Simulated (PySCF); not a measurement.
Telling isomers of C$_{7}$H$_{8}$FNSi apart by NMR

Non-relativistic, averaged over atoms made equivalent by symmetry, fast rotation or ring inversion, a single conformation, no solvent. Geometry from PBE0-D3(BJ)/def2-SVP; shielding tensors at PBE0/pcSseg-1 (GIAO); PySCF 2.14.0 with density-fitted response routines.

Scale: TMS for 1H and 13C (reference shieldings calculated alike). Splittings of carbon signals by F and P are missing where no couplings were computed. Where no couplings were computed, multiplicities follow the n + 1 count of equivalent neighbours, and m marks all less simple cases (inequivalent or close neighbours, rings, F or P nearby). Shifts are as computed. Against solution values, carbons near 30 ppm lie about +2 ppm off and those near 130 ppm about +5 ppm. Of 1211 compounds with measured shifts, 218 miss one by over three times the rms of a fit or turn the order of signals round; such compounds aren't used in these exercises.

(1) Tabulate the signals of `CC#Cc1ccn([SiH3])c1F`, `FCC#C[SiH2]n1cccc1`, `CC#Cc1c(F)ccn1[SiH3]` and their relative energies.

(2) What is the quickest way to tell CC#Cc1ccn([SiH3])c1F from FCC#C[SiH2]n1cccc1?

(3) What is the quickest way to tell FCC#C[SiH2]n1cccc1 from CC#Cc1c(F)ccn1[SiH3]?

(4) What is the quickest way to tell CC#Cc1ccn([SiH3])c1F from CC#Cc1c(F)ccn1[SiH3]?

Answers

(1) 
```tsv
SMILES	carbon types	δC	δH	E rel. (kcal/mol)
CC#Cc1ccn([SiH3])c1F	4×C 2×CH 1×CH3	160.8, 121.0, 117.3, 94.5, 91.9, 75.6, 5.7	6.28 (m, 1H), 5.93 (m, 1H), 4.90 (s, 3H), 2.12 (s, 3H)	2.4
FCC#C[SiH2]n1cccc1	2×C 4×CH 1×CH2	127.6, 118.6, 112.7, 92.1, 70.7	6.79 (m, 2H), 6.55 (m, 2H), 5.22 (s, 2H), 5.09 (m, 2H)	0.0
CC#Cc1c(F)ccn1[SiH3]	4×C 2×CH 1×CH3	166.2, 126.8, 108.3, 105.9, 102.7, 74.3, 5.9	6.31 (m, 1H), 6.11 (m, 1H), 4.92 (s, 3H), 2.26 (s, 3H)	2.0
```

Energies are electronic energies at PBE0/pcSseg-1 on these geometries, without zero-point or thermal terms, each for the one conformer computed, which needn't be the lowest.

(2) Count the carbon signals: 7 against 5. The first has a propargylic methyl carbon (CH3) at 5.7 ppm, the second a propargylic sp3 CH2 bonded to F at 70.7 ppm. Their most deshielded carbons lie at 160.8 and 127.6 ppm. In the proton spectra the most deshielded non-exchanging signals are 6.28 (m, 1H) and 6.79 (m, 2H).

(3) Count the carbon signals: 5 against 7. The first has a propargylic sp3 CH2 bonded to F at 70.7 ppm, the second a propargylic methyl carbon (CH3) at 5.9 ppm. Their most deshielded carbons lie at 127.6 and 166.2 ppm. In the proton spectra the most deshielded non-exchanging signals are 6.79 (m, 2H) and 6.31 (m, 1H).

(4) Both give the same number of carbon signals, with the same numbers of each carbon type, so the positions decide. The first has a substituted aromatic carbon (C) at 91.9 ppm, the second a substituted aromatic carbon next to a ring nitrogen (C) at 108.3 ppm. Their most deshielded carbons lie at 160.8 and 166.2 ppm.
